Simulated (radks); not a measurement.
The numbers below are computed, except where a source is named.
Removal energies from the zinc ion Zn11+, [Ar] 3d(3/2: 1, 5/2: 0), by Delta-SCF beside the eigenvalue of the level emptied. Code: a radial shooting solver on a logarithmic mesh with Libxc functionals. Model: Dirac Kohn-Sham, PBE, spin-unpolarised, spherical densities, finite nucleus; Fermi nuclear charge, rms radius of each element as measured or else 0.836 A^(1/3) + 0.57 fm. Sub-shells are occupied by j as written (lower j first in brackets).

removed from                             final configuration  Delta-SCF (eV)  -eigenvalue (eV)
3d3/2                                                   [Ar]          309.49            290.58
3p3/2         [Ne] 3s2 3p(1/2: 2, 3/2: 3) 3d(3/2: 1, 5/2: 0)          381.04            363.23
3p1/2         [Ne] 3s2 3p(1/2: 1, 3/2: 4) 3d(3/2: 1, 5/2: 0)          385.37            367.39
3s1/2                        [Ne] 3s1 3p6 3d(3/2: 1, 5/2: 0)          430.26            412.41
